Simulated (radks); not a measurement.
Results of a calculation; reference values are marked as such.
Question: These are the eigenvalues of the occupied orbitals of an atom or ion with whole-number occupations (eV). Code: a radial shooting solver on a logarithmic mesh with Libxc functionals. Model: Dirac Kohn-Sham, PBE, spin-unpolarised, spherical densities, point nucleus.

| orbital | eigenvalue |
|---|---|
| 1s1/2 | -31735.80 |
| 2s1/2 | -4973.709 |
| 2p1/2 | -4668.048 |
| 2p3/2 | -4393.517 |
| 3s1/2 | -1090.641 |
| 3p1/2 | -965.0405 |
| 3p3/2 | -913.7709 |
| 3d3/2 | -692.4623 |
| 3d5/2 | -681.7289 |
| 4s1/2 | -285.0074 |
| 4p1/2 | -241.1249 |
| 4p3/2 | -230.8872 |
| 4d3/2 | -159.5378 |
| 4d5/2 | -157.8428 |

Which element is it, and in what charge state? The configuration may be excited. Open shells, if any, are shared by 2j + 1.

Answer: Z = 52, tellurium, charge +8: Te8+ in [Kr] 4d8. The list shows which subshells hold electrons but not how many an open one holds; the 1s level, -1166.3 hartree, gives Z - s = 48.3 by -(Z - s)^2/2, which with screening and relativity narrows Z to a few neighbours, and the depths of the outer levels then fix element, charge and occupations together.
